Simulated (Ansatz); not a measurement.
BiH2I⁻. The state is a doublet with charge -1. Geometry PBE-D4/def2-TZVP, that of the neutral singlet; atoms count from 1.

```xyz
4

Bi    0.452   -0.747   -0.266
H     0.864    0.802   -1.108
H     0.963    0.005    1.300
I    -2.279   -0.059    0.074
```

In the def2 sets Bi, I take a core potential; there is no spin–orbit coupling. The highest occupied level of the charge -1 doublet lies above zero (up to 0.79 eV). By energy differences its removal costs 0.76 eV (vertical, to the charge 0 singlet, at PBE0-D4/def2-TZVPD); a positive level beside a positive removal energy at the same level points to self-interaction error.

(1) Estimate the Mulliken populations from the PBE0/def2-TZVPD orbitals of Ansatz.

(2) Where does the spin sit?

(3) And the Mayer bond orders between bonded heavy atoms (over 0.3)?

## Answers

(1) 
```tsv
atom	charge (e)	spin (α − β)
Bi1	-0.19	0.69
H2	-0.06	-0.01
H3	-0.06	-0.01
I4	-0.70	0.33
```
Mulliken values and Mayer orders depend strongly on the basis. With diffuse functions, as here, like atoms can get unlike values, and bond orders can come out too low or too high.

(2) Summed by element: Bi 0.69, H -0.02, I 0.33, of 1 unpaired in all. Largest on single atoms: Bi1 0.69, I4 0.33, H2 -0.01.

(3) Bi1–I4 0.84 (2.84 Å).
